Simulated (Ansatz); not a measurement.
Spectroscopic constants of TaCl, multiplicity 3 (lowest of 2S+1 = 1, 3, 5, 7 at CCSD(T)/def2-TZVPP on PBE0 minima; our sources give no spin for the ground state, which may be another). No spin–orbit coupling. The T1 diagnostic near the minimum is 0.059, so single-reference values are doubtful.

The constants come from a fifth-degree fit in 1/R (seven points, main isotopes). In def2 and cc sets the state is the lowest found near the PBE0 minimum, followed along R.

Run with Ansatz (Gaussian orbitals).  In def2 rows elements past Kr take small-core potentials, without spin–orbit coupling.

**Question.** What bond length and harmonic frequency does SVWN5/def2-TZVPP give?

**Answer.** r_e = 2.201 Å, ω_e = 417 cm⁻¹.

**Question.** What bond length and harmonic frequency does BHLYP/def2-TZVPP give?

**Answer.** r_e = 2.271 Å, ω_e = 387 cm⁻¹.

**Question.** What bond length and harmonic frequency does wB97X-V/def2-TZVPP give?

**Answer.** r_e = 2.256 Å, ω_e = 396 cm⁻¹.

Ansatz is a first-principles code.
